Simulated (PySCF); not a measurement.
Here is a job for PySCF.
```python
from pyscf import gto, scf, cc

mol = gto.M(
    atom='''
O     0.000000    0.000000    0.000000
''',
    basis='def2-tzvp',
    charge=1,
    spin=3,
    verbose=4,
)

mf = scf.UHF(mol)
mf.kernel()

mycc = cc.CCSD(mf)
mycc.kernel()
et = mycc.ccsd_t()
print('E(CCSD(T)) = %.10f' % (mycc.e_tot + et))
```

Task: What does this run give for the SCF-reference <S^2>, MP2 correlation energy, coupled-cluster correlation energy (without the perturbative part), number of basis functions?

Result: 
The SCF-reference <S^2> comes out as 3.755 and the MP2 correlation energy is -0.1136 Eh. The coupled-cluster correlation energy (without the perturbative part) comes out as -0.1294 Eh and the number of basis functions comes out as 31.

These values belong to the state on which the SCF converged, which isn't shown to be the lowest.
